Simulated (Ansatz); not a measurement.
Cost and result for the atomization energy of `CC([SiH3])I` (11 atoms, 10 bonds).

```xyz
11

C    -0.567   -0.011    1.317
C    -0.481    0.405   -0.137
Si    0.818   -0.519   -1.140
I    -0.005    2.508   -0.301
H     0.391    0.111    1.826
H    -1.316    0.569    1.861
H    -0.848   -1.068    1.376
H    -1.454    0.334   -0.624
H     0.512   -1.978   -1.084
H     2.155   -0.282   -0.542
H     0.796   -0.069   -2.553
```

Charge 0, multiplicity 1. Correlated methods include outer-core shells of I, which these sets cover unevenly. I: def2 effective core potential. All single points use the PBE0-D4/def2-TZVP geometry. Program: Ansatz. All runs use 4 threads of an Arm Neoverse V1 on a shared host. Times are those of one run each, without the atoms' runs, and a repeat can differ threefold. Electronic energies, without spin–orbit coupling; frozen cores. CCSD(T)/CBS adds CCSD(T) − MP2 in def2-TZVPP to the MP2 limit, and its time is that of the two runs behind it. T1 = 0.009. With those shells the extrapolation isn't a true limit. B3LYP takes the VWN-RPA correlation (the form of Gaussian; ORCA's B3LYP/G).

CCSD(T)/CBS is a level of theory with its own doubt, some kJ/mol a heavy atom from the limit and from the frozen cores, so smaller differences don't rank the functionals.

```tsv
level	functions	wall time
PBE-D4/def2-TZVPP (with forces)	252	3.1 s
PBE0-D4/def2-TZVPP	252	4.8 s
r2SCAN-D4/def2-TZVPP (with forces)	252	6.5 s
B3LYP-D4/def2-TZVPP (with forces)	252	6.5 s
B2PLYP/def2-TZVPP	252	9 s
ωB97X-V/def2-TZVPP	252	11 s
ωB97M-V/def2-TZVPP (with forces)	252	16 s
MP2/def2-QZVPP	476	36 s
CCSD(T)/def2-TZVPP	252	4.4 min
CCSD(T)/CBS(def2)	–	5 min
```

Problem. What atomization energy does each give, and how far from CCSD(T)/CBS? (An estimate is asked.)

Solution. Computed: 
```csv
level,atomization (kJ/mol),difference from CCSD(T)/CBS,per bond
PBE-D4/def2-TZVPP (with forces),3700.5,13.6,1.4
PBE0-D4/def2-TZVPP,3670.6,-16.3,-1.6
r2SCAN-D4/def2-TZVPP (with forces),3672.8,-14.1,-1.4
B3LYP-D4/def2-TZVPP (with forces),3667.2,-19.7,-2.0
B2PLYP/def2-TZVPP,3624.8,-62.1,-6.2
ωB97X-V/def2-TZVPP,3679.3,-7.6,-0.8
ωB97M-V/def2-TZVPP (with forces),3669.4,-17.5,-1.7
MP2/def2-QZVPP,3670.6,-16.3,-1.6
CCSD(T)/def2-TZVPP,3594.8,-92.1,-9.2
CCSD(T)/CBS(def2),3686.9,0.0,0.0
```

The D4 term adds +43.2 kJ/mol with B3LYP and +22.5 kJ/mol with PBE0; it sums over pairs of atoms, weighted by their polarisabilities, and B3LYP, whose exchange is more repulsive, gets the larger term. From PBE to PBE0 (25 % exact exchange), in def2-TZVPP and without D4, the atomization energy moves by −26.0 kJ/mol: exact exchange takes away binding that semilocal exchange gives to molecules. In def2-TZVPP, CCSD(T) changes the Hartree–Fock value by +842.1 kJ/mol (the triples alone add +46.5 kJ/mol) and MP2 by +863.6 kJ/mol; breaking electron pairs costs correlation energy, which Hartree–Fock lacks.

Spin–orbit coupling would lower the free I atoms strongly, and the atomization energy with them, by more than many differences here.
